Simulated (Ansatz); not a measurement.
bis(oxalato)borate, `O=C1O[B-]2(OC1=O)OC(=O)C(=O)O2` was relaxed with r2SCAN-D4 (def2-SVP) in Ansatz in these states: charge -1 singlet, neutral doublet. The geometries follow in no particular order.

A:

```
atom    x (Å)    y (Å)    z (Å)
  O1  -3.0358  -1.6744   0.0720
  C2  -2.0432  -1.0348  -0.1622
  O3  -1.0165  -0.8367   0.6596
  B4  -0.0003   0.0006   0.0002
  O5  -0.5399   0.2925  -1.3386
  C6  -1.7277  -0.2877  -1.4848
  O7  -2.4315  -0.2443  -2.4604
  O8   1.2983  -0.6895  -0.0801
  C9   2.2300   0.0241   0.5454
 O10   3.3937  -0.2614   0.6619
 C11   1.5411   1.2980   1.1015
 O12   2.0746   2.1780   1.7261
 O13   0.2573   1.2356   0.7596
```

B:

```xyz
13

O     1.959    1.767    2.246
C     1.231    1.338    1.404
O     0.949    0.089    1.116
B     0.000    0.000    0.000
O    -0.280    1.390   -0.381
C     0.384    2.234    0.372
O     0.389    3.427    0.336
O    -1.224   -0.712    0.387
C    -1.420   -1.767   -0.368
O    -2.309   -2.562   -0.328
C    -0.195   -1.804   -1.408
O    -0.039   -2.632   -2.254
O     0.556   -0.767   -1.122
```

Q: Judge from the bond lengths which geometry belongs to which state (an estimate).

A: A is the charge -1 singlet (C9–C11 1.551 Å, C2–C6 1.551 Å, C11–O13 1.330 Å); B is the neutral doublet (C9–C11 1.608 Å, C2–C6 1.608 Å, C11–O13 1.312 Å).

At r2SCAN-D4/def2-SVP the gap within one spin of the relaxed charge 0 doublet nearly closes, so an electron or hole may be smeared out by delocalisation error.
